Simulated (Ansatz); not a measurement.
`CC(C)[O][GaH2]` → `[CH2]` (triplet) + `CC[O][GaH2]` at 298.15 K and 1 bar (formal loss of a carbene).

Isolated molecules relaxed with PBE0-D4/def2-TZVP in Ansatz; ΔE leaves out vibrations. CBS: MP2 limit from def2 TZ/QZ plus the TZ coupled-cluster correction, frozen cores. This one scheme is used for every species. Triplets are unrestricted, without spin–orbit coupling. For Ga outer-core shells are correlated without core-valence functions, which leaves a few kJ/mol of doubt a bond. Scalar relativity is left out up to krypton. Each species was taken in one conformer, which may not be the lowest.

```json
{"species": "`CC(C)[O][GaH2]`", "CCSD(T)/CBS energy (Eh)": "-2118.70028", "H − E (kJ/mol)": "315.4", "S (J/(mol·K))": "358.3"}
{"species": "`[CH2]` (triplet)", "CCSD(T)/CBS energy (Eh)": "-39.09499", "H − E (kJ/mol)": "55.4", "S (J/(mol·K))": "195.3"}
{"species": "`CC[O][GaH2]`", "CCSD(T)/CBS energy (Eh)": "-2079.43172", "H − E (kJ/mol)": "238.8", "S (J/(mol·K))": "336.4"}
```

H − E and S are ideal-gas, rigid-rotor, harmonic terms from PBE0-D4/def2-TZVP, for one conformer and one mirror image of each species, with the whole ground term of open shells counted as degenerate. 1 Eh = 2625.50 kJ/mol, R = 8.31446 J/(mol·K).

Task: By hand: ΔE, ΔH, ΔS and ΔG.

Result: ΔE = (-39.09499) + (-2079.43172) − (-2118.70028) = 0.17357 Eh = 455.7 kJ/mol. Δ(H − E) = 55.4 + 238.8 − 315.4 = -21.2, so ΔH = 434.5 kJ/mol. ΔS = 195.3 + 336.4 − 358.3 = 173.4 J/(mol·K). ΔG = 434.5 − 298.15 × (173.4)/1000 = 382.8 kJ/mol.

Task: By hand: the equilibrium constant, and the temperature at which ΔG would vanish if ΔH and ΔS stayed fixed.

Result: log₁₀ K = −ΔG/(RT ln 10) = -67.1. ΔG = 0 at ΔH/ΔS = 2506 K, far beyond where these terms or the molecules hold.

The number of gas molecules changes by +1, which sets the sign of ΔS. A doubt of 5 kJ/mol in ΔE shifts log₁₀ K by 0.9 here. Other conformers and mirror images would add mixing entropy, several J/(mol·K) or more a flexible species. Modes under 60 cm⁻¹, often nearly free rotors, make the harmonic entropy too high. A triplet takes part, so the spin changes. These are equilibria of isolated gas molecules and say nothing of rates. Largest T1 diagnostic: 0.014 (customary marks: 0.02 for closed shells, 0.045 for open ones).
